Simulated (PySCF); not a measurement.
(1E)-1-bromobuta-1,3-diene (C4H5Br), SMILES C=C/C=C/Br.

Coordinates come from a B3LYP-D3(BJ)/def2-SVP optimisation. One conformer was computed; it need not be the lowest.

Level of theory: TDDFT-M06-2X/def2-SVPD (PySCF 2.14.0).

Vertical excitations.  State labels are in the subgroup Cs.

Question: List the lowest excited states. (Estimate from the structure and the level; the computed values follow.)

Answer: 
| state | symmetry | energy (eV) | λ (nm) | f | main pairs |
|---|---|---|---|---|---|
| S1 | A' | 5.46 | 227 | 0.750 | HOMO→LUMO 99 % |
| S2 | A" | 5.50 | 225 | 0.000 | HOMO→LUMO+1 78 % |
| S3 | A" | 6.31 | 196 | 0.000 | HOMO−1→LUMO 94 % |
| S4 | A' | 6.66 | 186 | 0.001 | HOMO−1→LUMO+1 83 % |
| S5 | A" | 6.67 | 186 | 0.008 | HOMO→LUMO+2 89 % |
| S6 | A" | 6.81 | 182 | 0.012 | HOMO→LUMO+3 86 % |
| S7 | A' | 7.09 | 175 | 0.004 | HOMO−2→LUMO 38 %, HOMO→LUMO+5 32 %, HOMO→LUMO+6 25 % |
| S8 | A" | 7.09 | 175 | 0.000 | HOMO→LUMO+4 78 % |
| S9 | A' | 7.22 | 172 | 0.097 | HOMO−2→LUMO 56 %, HOMO→LUMO+5 31 %, HOMO→LUMO+6 9 % |
| S10 | A" | 7.34 | 169 | 0.001 | HOMO−3→LUMO 91 % |
| T1 | A' | 3.33 | 372 | 0 | HOMO→LUMO 92 % |
| T2 | A" | 5.17 | 240 | 0 | HOMO→LUMO+1 72 % |
| T3 | A' | 5.21 | 238 | 0 | HOMO−2→LUMO 37 %, HOMO→LUMO+5 22 %, HOMO→LUMO+6 18 %, HOMO−4→LUMO 17 % |
| T4 | A' | 6.08 | 204 | 0 | HOMO−1→LUMO+1 76 %, HOMO−1→LUMO+8 14 % |
Triplets are in the Tamm–Dancoff approximation, which puts them higher than full response would, so one can lie above its singlet here.
